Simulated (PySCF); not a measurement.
Spectra and structures to be paired. Level of theory: TDDFT B3LYP/def2-SVPD, vertical, gas phase, core orbitals frozen in the response (PySCF 2.14.0, density-fitted response routines). Geometries: PBE0-D3(BJ)/def2-SVP; one conformer of each isolated species. Triplets are in the Tamm–Dancoff approximation. Relativistic effects are left out although some hold elements past zinc.

A. `NC(F)(F)F` (CH2F3N)
B. `O=C=N[SiH]1CCCCC1` (C6H11NOSi)
C. `C=NC` (C2H5N)
D. `[GeH]1([C](N)=O)[CH2]CC[CH2]1` (C5H11GeNO)

Lowest singlet levels (six at most, fewer where fewer were computed) with oscillator strengths:

1. 254 nm (f 0.001); 181 nm (f 0.035); 165 nm (f 0.008); 159 nm (f 0.237); 152 nm (f 0.000); 148 nm (f 0.001); T1 4.06 eV
2. 163 nm (f 0.034); 139 nm (f 0.005); 133 nm (f 0.002); 124 nm (f 0.001); 120 nm (f 0.004); 116 nm (f 0.000); T1 7.25 eV
3. 179 nm (f 0.004); 179 nm (f 0.003); 173 nm (f 0.002); 173 nm (f 0.040); 171 nm (f 0.002); 171 nm (f 0.009); T1 6.47 eV
4. 257 nm (f 0.002); 210 nm (f 0.033); 194 nm (f 0.012); 189 nm (f 0.136); 187 nm (f 0.015); 183 nm (f 0.027); T1 4.25 eV

Question: Which spectrum belongs to which structure?

Answer: 1 = C, 2 = A, 3 = B, 4 = D.
- A: S1 at 7.61 eV, HOMO→LUMO (99%); Löwdin shares by element: HOMO nitrogen 68%, fluorine 10% or more, carbon 6%, hydrogen 6% or more; LUMO hydrogen 41%, carbon 23%, nitrogen 18% (atoms not listed hold the other 18%); HOMO -8.69 and LUMO 0.11 eV; point group Cs, 1 of its 6 listed states under f = 0.0005.
- B: S1 at 6.91 eV, HOMO→LUMO (88%); Löwdin shares by element: HOMO carbon 31% or more, silicon 13%, nitrogen 13% (atoms not listed hold the other 43%); LUMO carbon 23% or more, silicon 13% (atoms not listed hold the other 64%); HOMO -7.58 and LUMO 0.18 eV; point group Cs.
- C: S1 at 4.89 eV, HOMO→LUMO (100%); Löwdin shares by element: HOMO nitrogen 61%, carbon 24%, hydrogen 6% or more; LUMO carbon 39% or more, nitrogen 37%, hydrogen 16% or more; HOMO -7.12 and LUMO -0.64 eV; point group Cs, 1 of its 6 listed states under f = 0.0005.
- D: S1 at 4.82 eV, HOMO→LUMO (95%); S1 has the pattern of n→π* at C=O; HOMO -6.62 and LUMO -0.35 eV.
C and D have S1 within 0.08 eV of each other; their strongest listed levels stand at 7.82 eV (f 0.237) and 6.58 eV (f 0.136).
